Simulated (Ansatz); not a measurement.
`F[B]([AlH2])[SiH3]` + `C[SiH]([SiH3])CF` → `FC[SiH]([SiH3])[SiH3]` + `C[B](F)[AlH2]`  (redistribution)

Computed with Ansatz on PBE0-D4/def2-TZVP structures; ΔE is electronic, products minus reactants. CBS: MP2 limit from def2 TZ/QZ plus the TZ coupled-cluster correction, frozen cores. DFT in def2-TZVPP. B3LYP here is the variant with VWN-RPA as its local correlation; programs differ in this. Each species was taken in one conformer, which may not be the lowest.

`F[B]([AlH2])[SiH3]`:

Z-matrix (Å, degrees):
```
Si
B 1 2.050
H 1 1.489 2 116.1
H 1 1.493 2 108.3 3 122.9
H 1 1.493 2 107.7 3 -122.3
Al 2 2.170 1 122.1 3 -174.7
F 2 1.332 1 118.1 3 5.5
H 6 1.592 2 120.6 1 89.7
H 6 1.592 2 120.9 1 -86.8
```

`C[SiH]([SiH3])CF`:

Z-matrix (Å, degrees):
```
C
Si 1 1.873
H 1 1.092 2 111.2
H 1 1.093 2 110.8 3 -120.3
H 1 1.092 2 110.2 3 119.9
Si 2 2.342 1 111.7 3 -57.2
C 2 1.901 1 110.0 3 -178.7
H 2 1.494 1 110.6 3 64.7
H 6 1.488 2 110.9 1 -55.3
H 6 1.489 2 110.5 1 -175.8
H 6 1.490 2 110.2 1 64.5
F 7 1.395 2 110.0 1 63.6
H 7 1.096 2 111.4 1 -55.8
H 7 1.095 2 111.7 1 -176.4
```

`FC[SiH]([SiH3])[SiH3]`:

Z-matrix (Å, degrees):
```
C
Si 1 1.908
F 1 1.391 2 110.0
H 1 1.095 2 111.2 3 119.8
H 1 1.095 2 111.2 3 -119.8
Si 2 2.340 1 110.2 3 -61.5
Si 2 2.340 1 110.2 3 61.4
H 2 1.493 1 106.5 3 180.0
H 6 1.488 2 109.6 1 -174.4
H 6 1.489 2 110.6 1 -54.5
H 6 1.486 2 110.3 1 65.9
H 7 1.486 2 110.3 1 -65.9
H 7 1.488 2 109.6 1 174.5
H 7 1.489 2 110.6 1 54.6
```

`C[B](F)[AlH2]`:

Z-matrix (Å, degrees):
```
C
B 1 1.563
H 1 1.099 2 108.3
H 1 1.095 2 111.9 3 115.8
H 1 1.093 2 113.5 3 -120.0
F 2 1.340 1 116.9 3 109.7
Al 2 2.168 1 126.1 3 -69.1
H 7 1.594 2 121.3 1 -91.3
H 7 1.594 2 121.5 1 87.5
```

```json
{"level": "PBE-D4", "ΔE (kJ/mol)": "-47.2", "difference from CCSD(T)/CBS": "-3.1"}
{"level": "r2SCAN-D4", "ΔE (kJ/mol)": "-46.8", "difference from CCSD(T)/CBS": "-2.7"}
{"level": "PBE0-D4", "ΔE (kJ/mol)": "-48.7", "difference from CCSD(T)/CBS": "-4.6"}
{"level": "B3LYP-D4", "ΔE (kJ/mol)": "-44.7", "difference from CCSD(T)/CBS": "-0.6"}
{"level": "B2PLYP", "ΔE (kJ/mol)": "-44.2", "difference from CCSD(T)/CBS": "-0.1"}
{"level": "PBE0", "ΔE (kJ/mol)": "-48.0", "difference from CCSD(T)/CBS": "-3.9"}
{"level": "B3LYP", "ΔE (kJ/mol)": "-43.6", "difference from CCSD(T)/CBS": "0.5"}
{"level": "HF/def2-TZVPP", "ΔE (kJ/mol)": "-43.1", "difference from CCSD(T)/CBS": "1.0"}
{"level": "MP2/def2-TZVPP", "ΔE (kJ/mol)": "-45.8", "difference from CCSD(T)/CBS": "-1.7"}
{"level": "SCS-MP2/def2-TZVPP", "ΔE (kJ/mol)": "-43.3", "difference from CCSD(T)/CBS": "0.8"}
{"level": "CCSD/def2-TZVPP", "ΔE (kJ/mol)": "-43.9", "difference from CCSD(T)/CBS": "0.2"}
{"level": "MP2/def2-QZVPP", "ΔE (kJ/mol)": "-45.5", "difference from CCSD(T)/CBS": "-1.4"}
{"level": "SCS-MP2/def2-QZVPP", "ΔE (kJ/mol)": "-43.0", "difference from CCSD(T)/CBS": "1.1"}
{"level": "HF/CBS(def2)", "ΔE (kJ/mol)": "-42.5", "difference from CCSD(T)/CBS": "1.6"}
{"level": "MP2/CBS(def2)", "ΔE (kJ/mol)": "-45.6", "difference from CCSD(T)/CBS": "-1.5"}
{"level": "CCSD/CBS(def2)", "ΔE (kJ/mol)": "-43.8", "difference from CCSD(T)/CBS": "0.3"}
{"level": "CCSD(T)/CBS", "ΔE (kJ/mol)": "-44.1", "difference from CCSD(T)/CBS": "0"}
```

Largest T1 diagnostic among the species: 0.015.
